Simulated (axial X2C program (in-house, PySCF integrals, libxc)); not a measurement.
**Outer orbitals of TeP⁻ at 2.359 Å, PBE0**

Calculated with an in-house all-electron X2C program for linear molecules (integrals from PySCF). Spin-free means the one-electron spin-free X2C Hamiltonian; two-component (2c) means X2C with spin–orbit coupling and atomic mean-field two-electron Coulomb and Gaunt terms, so the difference of the two also holds small scalar two-electron terms. Basis: Te dyall-acv3z [12s13p9d5f1g], P dyall-av3z [9s8p3d2f] (cores contracted in-house); Gaussian nuclei, density fitting, unrestricted open shells. Masses: Te 129.906 u, P 30.974 u.

The distance is close to the 2c PBE0 minimum; the highest filled and lowest empty levels are listed.

Spin-free orbitals, state M_S = 1, Λ = 0 (beyond evenly filled blocks: π+α, π-α) (Löwdin shares):

```json
{"symmetry": "σα", "occupied": "yes", "ε (eV)": "-12.78", "atomic character": "43% Te s, 35% P s, 8% P p"}
{"symmetry": "σβ", "occupied": "yes", "ε (eV)": "-12.12", "atomic character": "50% Te s, 25% P s, 10% P p"}
{"symmetry": "σα", "occupied": "yes", "ε (eV)": "-9.24", "atomic character": "38% P s, 31% Te s, 12% Te p"}
{"symmetry": "σβ", "occupied": "yes", "ε (eV)": "-7.88", "atomic character": "44% P s, 24% Te s, 17% Te p"}
{"symmetry": "σα", "occupied": "yes", "ε (eV)": "-2.99", "atomic character": "46% P p, 42% Te p, 5% P s"}
{"symmetry": "π-α", "occupied": "yes", "ε (eV)": "-2.63", "atomic character": "49% P p, 44% Te p"}
{"symmetry": "π+α", "occupied": "yes", "ε (eV)": "-2.63", "atomic character": "49% P p, 44% Te p"}
{"symmetry": "σβ", "occupied": "yes", "ε (eV)": "-2.55", "atomic character": "45% P p, 40% Te p, 8% P s"}
{"symmetry": "π+β", "occupied": "yes", "ε (eV)": "-1.54", "atomic character": "64% Te p, 27% P p, 5% P d"}
{"symmetry": "π-β", "occupied": "yes", "ε (eV)": "-1.54", "atomic character": "64% Te p, 27% P p, 5% P d"}
{"symmetry": "π-α", "occupied": "yes", "ε (eV)": "-0.28", "atomic character": "40% Te p, 36% P p, 10% Te d"}
{"symmetry": "π+α", "occupied": "yes", "ε (eV)": "-0.28", "atomic character": "40% Te p, 36% P p, 10% Te d"}
{"symmetry": "π+β", "occupied": "no", "ε (eV)": "2.55", "atomic character": "53% P p, 19% Te p, 16% Te d"}
{"symmetry": "π-β", "occupied": "no", "ε (eV)": "2.55", "atomic character": "53% P p, 19% Te p, 16% Te d"}
{"symmetry": "σα", "occupied": "no", "ε (eV)": "2.93", "atomic character": "45% Te p, 45% P p, 4% Te d"}
{"symmetry": "σβ", "occupied": "no", "ε (eV)": "3.11", "atomic character": "46% Te p, 44% P p, 4% Te d"}
```

Spinors with spin–orbit coupling (state Ω = 1):

```
   ω  occupied  ε (eV)             atomic character     λ mixture
 1/2       yes  -12.78    43% Te s, 35% P s, 8% P p        100% σ
-1/2       yes  -12.12   50% Te s, 25% P s, 10% P p        100% σ
 1/2       yes   -9.24  38% P s, 31% Te s, 12% Te p        100% σ
-1/2       yes   -7.88  44% P s, 24% Te s, 17% Te p        100% σ
 1/2       yes   -3.04    44% P p, 44% Te p, 5% P s   97% σ, 3% π
-1/2       yes   -2.88    50% Te p, 41% P p, 2% P s  72% π, 28% σ
 3/2       yes   -2.51   53% P p, 40% Te p, 2% Te d        100% π
-1/2       yes   -2.45    49% P p, 38% Te p, 6% P s  72% σ, 28% π
 1/2       yes   -1.71    65% Te p, 25% P p, 6% P d   97% π, 3% σ
-3/2       yes   -1.37    60% Te p, 30% P p, 5% P d        100% π
-1/2       yes   -0.40  40% P p, 36% Te p, 10% Te d   99% π, 1% σ
 3/2       yes   -0.13  43% Te p, 32% P p, 10% Te d        100% π
 1/2        no    2.50  57% P p, 16% Te p, 16% Te d        100% π
-3/2        no    2.60  50% P p, 22% Te p, 16% Te d        100% π
 1/2        no    2.98   48% Te p, 42% P p, 4% Te d        100% σ
-1/2        no    3.17   49% Te p, 41% P p, 4% Te d        100% σ
```

Task: How does the gap between the highest filled and lowest empty level change from the spin-free to the 2c table?

Result: From 2.83 to 2.63 eV at PBE0, a change of -0.20 eV.

Mulliken charges and populations of the two-component result (they depend on the basis, above all on diffuse functions):

Te -0.34 e (s 9.84 p 22.39 d 20.08 f 0.02), P -0.66 e (s 5.99 p 9.53 d 0.13 f 0.02). ⟨Lz⟩ = 0.00 ħ and ⟨Sz⟩ = 1.00 ħ (0.24 and 0.75 on the two atoms), which add up to Ω.

Occupations by symmetry block were frozen at the best pattern of an incomplete PBE0 search. Density functionals use the spin component along the axis (collinear). Other states lie close and PBE0, whose exact exchange favours high spin, may order them wrongly; the determinant shown need not be the ground state. The nearest other spin-free determinant of the search, M_S = 0, Λ = 2, lies 0.61 eV up at the distance of the search. With several unpaired electrons one determinant need not be a pure state. Open-shell Ω = 0 determinants with evenly filled partner blocks cannot be reached by this program, so the Ω shown need not be the lowest component. This is the Ω = 1 component of a π² triplet; the 0⁺ component is not one determinant and can lie lowest. The highest occupied level of some functionals is positive through self-interaction error; at Hartree–Fock it is bound.
